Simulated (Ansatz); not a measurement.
```yaml
crystal:
  periodic: [false, false, false]
  atoms:
    - {symbol: F, position_ang: [1.170630, -1.867093, -0.843944]}
    - {symbol: Al, position_ang: [0.037994, -0.882723, -0.153352]}
    - {symbol: Si, position_ang: [0.439482, 1.514754, 0.023555]}
    - {symbol: S, position_ang: [-1.779132, -1.843119, 0.563549]}
    - {symbol: H, position_ang: [0.617015, 2.114233, -1.327468]}
    - {symbol: H, position_ang: [-0.706586, 2.187635, 0.692633]}
    - {symbol: H, position_ang: [1.672084, 1.780326, 0.814926]}
    - {symbol: H, position_ang: [-1.359288, -3.061114, 0.174299]}
basis:
  gaussian: {orbitals: def2-mTZVPP}
magnetization: {spin_polarized: true, initial_magnetization: 6}
hamiltonian: {xc: {name: B2GP-PLYP}}
scf: {lower_state_search: light}
output: {forces: true}
```

```sh
$ ansatz run in.yaml --threads 2 --pin off --events-out ev --progress --plain --max-ram 4352MiB
```

Output, abridged:

```
Functional definition: B2GP-PLYP
1091 factors; integrals over basis functions are off by at most 9.2e-4 eV
mean field evaluation 1: about -28049.6270 eV, gradient 2.9e1 eV
mean field evaluation 2: about -28049.6508 eV, gradient 2.9e1 eV
mean field evaluation 4: about -28054.1004 eV, gradient 1.5e1 eV
mean field evaluation 8: about -28057.2309 eV, gradient 6.2e-1 eV
mean field evaluation 16: about -28057.2647 eV, gradient 3.4e-2 eV
mean field evaluation 32: about -28057.2648 eV, gradient 1.5e-5 eV
mean field -28057.26484861 eV, -1031.0854652894 hartree, gradient 5.4e-6 eV, S^2 12.010373; 6 other end points of the search recorded, 0 dependent functions left out
16 core orbitals not correlated: weight in the atoms' cores, before any rotation towards them, 1.000 or more for the frozen orbitals, at most 0.000 for the correlated occupied ones
reference -28057.26498719 eV, -1031.0854703819 hartree; 15, 9 occupied and 89, 95 virtual orbitals, 1091 factors
second order -14.86862705 eV of doubles, -0.00000000 eV of singles
Total energy: -28062.61769293 eV, -1031.2821786896 hartree
Atom 0 at     1.170630    -1.867093    -0.843944 Å, force     0.828840    -0.619654    -0.490205 eV/Å
Atom 1 at     0.037994    -0.882723    -0.153352 Å, force     2.530928     1.319988    -0.996053 eV/Å
Atom 2 at     0.439482     1.514754     0.023555 Å, force     1.159453     3.480820    -0.020326 eV/Å
Atom 3 at    -1.779132    -1.843119     0.563549 Å, force    -5.494108     3.073775     3.096262 eV/Å
Atom 4 at     0.617015     2.114233    -1.327468 Å, force    -0.054006    -0.085735    -0.025853 eV/Å
Atom 5 at    -0.706586     2.187635     0.692633 Å, force    -0.064481    -0.615160    -0.065509 eV/Å
Atom 6 at     1.672084     1.780326     0.814926 Å, force    -0.022568    -0.094661     0.035939 eV/Å
Atom 7 at    -1.359288    -3.061114     0.174299 Å, force     1.115943    -6.459373    -1.534255 eV/Å
Dipole moment:    -0.698280     0.206547     0.363999 e Å
```

Task: What is wrong with this run?

Result: The spin is set far too high for this molecule. Self-consistency was reached. The result belongs to that input, not to the molecule as meant.
